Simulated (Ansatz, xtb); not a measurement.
# Ranking isomers of C6H6SSi

6 gas-phase structures of C6H6SSi, from a drawn sample of its isomers (lower ones may exist). Each was relaxed with GFN2-xTB:

A. `C#CC1=C(S)[SiH2]C=C1`, a singlet
B. `C#CC1=C[SiH2]C(S)=C1`, a singlet
C. `C#CC1=C[SiH](S)C=C1`, a singlet
D. `C#CC1=CC=C(S)[SiH2]1`, a singlet
E. `C#CC1=CC=C[SiH]1S`, a singlet
F. `C#C[Si]1(S)C=CC=C1`, a singlet

Problem. Make a reasoned guess at their ranking by r2SCAN-D4/def2-SVP single-point energy.

Solution. Calculated order at r2SCAN-D4/def2-SVP: F (0.000), E (0.099), C (0.214), D (1.018), A (1.082), B (1.159) eV.

Energies above the lowest of each column, in eV; the last columns are at PBE-D3(BJ)/def2-SVP geometries and were run for some of them only (a dash: not run or not comparable):

```tsv
structure	GFN2-xTB	HF/STO-3G	r2SCAN-D4/def2-SVP	PBE-D3(BJ)/def2-SVP	CCSD(T)/def2-SVP + ΔMP2/def2-TZVPP
F	0.632	0.000	0.000	0.000	0.000
E	0.000	0.337	0.099	0.040	0.354
C	0.074	0.394	0.214	0.169	0.391
D	0.524	0.940	1.018	0.896	1.364
A	0.616	0.985	1.082	0.976	1.340
B	0.598	0.984	1.159	–	–
```

CCSD(T)/def2-SVP + ΔMP2/def2-TZVPP puts F lowest of those it was run on; GFN2-xTB picks E. CCSD(T)/def2-SVP + ΔMP2/def2-TZVPP orders those it was run on as F (0.000), E (0.354), C (0.391), A (1.340), D (1.364) eV. Less than 1 kcal/mol parts E and C; A and D, so the order within those pairs means little. Flexible structures stand in one conformer each, not always the lowest. Frequencies (GFN2-xTB) were run for A, C, D, E, F alone. The ΔMP2 step shifts differences by up to 0.207 eV, which makes them less sure. ΔMP2 is the change of the MP2 energy from the smaller to the larger basis.

Over these structures GFN2-xTB departs from r2SCAN-D4/def2-SVP by 0.319 eV on average once a common shift is removed. A GFN2-xTB relaxation took about 0.19 s and the r2SCAN-D4/def2-SVP energy about 4.1 s on a shared host (Ansatz 0.2.0, xtb 6.7.1).
